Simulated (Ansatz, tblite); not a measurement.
Forces on Ga(NH3)F3 (GaNF₃H₃) at its PBE-D4/def2-SVP geometry. Total charge 0; singlet.

The xTB rows come from tblite.

GFN1-xTB (tblite), largest force 1.05 eV/Å:

```xyz
8
positions Å, forces eV/Å
Ga   -0.201   -0.986    0.331   -0.011   -0.052    0.018
N     0.193    0.948   -0.318    0.077    0.378   -0.127
H     1.108    0.986   -0.790   -0.763    0.015    0.383
H     0.207    1.596    0.482   -0.002   -0.500   -0.692
H    -0.533    1.255   -0.980    0.624   -0.213    0.543
F    -0.369   -0.691    2.071    0.091   -0.218   -1.019
F     1.280   -1.794   -0.214   -0.888    0.437    0.338
F    -1.685   -1.313   -0.582    0.873    0.152    0.556
```

GFN2-xTB (tblite), largest force 0.46 eV/Å:

```
Ga -0.088 -0.433 0.145
N 0.083 0.410 -0.138
H -0.314 -0.004 0.160
H -0.003 -0.215 -0.279
H 0.252 -0.097 0.225
F 0.050 -0.026 -0.435
F -0.348 0.240 0.116
F 0.367 0.124 0.205
```

ωB97M-V/def2-TZVP (Ansatz), largest force 0.60 eV/Å:

```
Ga 0.016 0.080 -0.026
N 0.062 0.304 -0.102
H -0.531 -0.007 0.270
H -0.005 -0.362 -0.472
H 0.427 -0.164 0.381
F 0.033 -0.069 -0.358
F -0.309 0.159 0.115
F 0.306 0.060 0.192
```
